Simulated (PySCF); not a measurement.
# Excitation energy of Re(2+) by level of theory

Re(2+) [Xe] 4f14 5d5 (6S) → Re(2+) [Xe] 4f14 5d4 6p1 (high-spin determinant), as a difference of total energies. Calculation: PySCF 2.14, in x2c-TZVPPall with one added diffuse shell each of s, p, d, f type (12s8p8d4f1g, 113 functions); scalar relativity by spin-free X2C-1e. Correlated levels: valence: [Xe] 4f14 frozen. The calculations carry no spin-orbit coupling.

```json
{"method": "UHF", "excitation energy (cm⁻¹)": "77090"}
{"method": "MP2 (valence)", "excitation energy (cm⁻¹)": "78491"}
{"method": "SCS-MP2 (valence)", "excitation energy (cm⁻¹)": "77557"}
{"method": "CCSD (valence)", "excitation energy (cm⁻¹)": "78149"}
{"method": "CCSD(T) (valence)", "excitation energy (cm⁻¹)": "78071"}
```

A first-order spin-orbit estimate (lowest level to lowest level, LS coupling) adds -1.023 eV.

The determinant of the upper state mixes LS terms, which raises its energy above the lowest term, most at the Hartree-Fock and MP2 levels.
